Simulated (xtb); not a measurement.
BCl2 (SMILES Cl[B]Cl), doublet, geometry from GFN2-xTB; GFN2-xTB with ALPB(toluene) run with xtb.

xtb was given this input:
```
$ xtb mol.xyz --gfn 2 --uhf 1 --alpb toluene --json

# file mol.xyz
3

Cl    -1.48182678    -0.13553318    -0.02688284
B     -0.01475540     0.71386629     0.00326913
Cl     1.48616661    -0.07442749     0.02592133
```

Output, abridged:

```
   ID    Z sym.   atoms
    1   17 Cl     1, 3
    2    5 B      2

           -------------------------------------------------
          |                Calculation Setup                |
           -------------------------------------------------

           -------------------------------------------------
          |                 G F N 2 - x T B                 |
           -------------------------------------------------

      * Solvation model:               ALPB
        Solvent                        toluene
        Parameter file                 internal GFN2-xTB/ALPB
        Dielectric constant                7.0000E+00
        Reference state                gsolv [1 M gas/solution]
        Free energy shift                  2.2081E-03 Eh       1.3856E+00 kcal/mol
        Temperature                        2.9815E+02 K
        Density                            8.6700E-01 kg/L
        Solvent mass                       7.8110E+01 g/mol
        Interaction kernel             P16
        Born radius scaling (c1)           1.7172E+00
        Born radii integrator          GBOBC
        Born offset                        0.0000E+00 a0       0.0000E+00 AA
        H-bond correction              false
        Ion screening                  false
        Surface tension                    1.0000E-05 Eh       1.5569E+01 dyn/cm
        Grid points                               230 per atom

          ...................................................
          :                      SETUP                      :
          :.................................................:
          :  # basis functions                  24          :
          :  # atomic orbitals                  22          :
          :  # shells                            8          :
          :  # electrons                        17          :
          :  max. iterations                   250          :
          :  Hamiltonian                  GFN2-xTB          :
          :  restarted?                      false          :
          :  GBSA solvation                   true          :
          :  PC potential                    false          :
          :  electronic temp.          300.0000000     K    :
          :  accuracy                    1.0000000          :
          :  -> integral cutoff          0.2500000E+02      :
          :  -> integral neglect         0.1000000E-07      :
          :  -> SCF convergence          0.1000000E-05 Eh   :
[...]
         :: total energy             -10.314126116181 Eh    ::
[...]
        17                         -0.0003040              -0.0083
        18                          0.0009277               0.0252
        19                          0.0116021               0.3157
        20                          0.0269284               0.7328
       ...                                ...                  ...
        22                          0.3875601              10.5460
      -------------------------------------------------------------
                  HL-Gap            0.0675824 Eh            1.8390 eV
             Fermi-level           -0.3394029 Eh           -9.2356 eV

     #   Z          covCN         q      C6AA      α(0)
     1  17 Cl       0.915    -0.160   104.157    15.613
     2   5 B        1.648     0.321    35.426    12.543
     3  17 Cl       0.915    -0.160   104.157    15.613

 Mol. C6AA /au·bohr⁶  :        688.310747
 Mol. C8AA /au·bohr⁸  :      28427.978366
 Mol. α(0) /au        :         43.770095

Wiberg/Mayer (AO) data.
largest (>0.10) Wiberg bond orders for each atom

 ---------------------------------------------------------------------------
     #   Z sym  total        # sym  WBO       # sym  WBO       # sym  WBO
 ---------------------------------------------------------------------------
     1  17 Cl   1.346 --     2 B    1.269
     2   5 B    2.538 --     1 Cl   1.269     3 Cl   1.269
     3  17 Cl   1.346 --     2 B    1.269
 ---------------------------------------------------------------------------

Topologies differ in total number of bonds
Writing topology from bond orders to xtbtopo.mol

molecular dipole:
                 x           y           z       tot (Debye)
 q only:       -0.010       0.496       0.002
   full:        0.001      -0.038      -0.000       0.096
molecular quadrupole (traceless):
                xx          xy          yy          xz          yz          zz
 q only:       -2.806      -0.096       1.831      -0.067       0.003       0.975
  q+dip:       -2.453      -0.066       0.736      -0.074      -0.006       1.717
   full:       -2.671      -0.060       0.232      -0.091      -0.012       2.439

           -------------------------------------------------
          | TOTAL ENERGY              -10.314126116181 Eh   |
          | GRADIENT NORM               0.001742213696 Eh/α |
          | HOMO-LUMO GAP               1.839010916859 eV   |
           -------------------------------------------------

normal termination of xtb
```
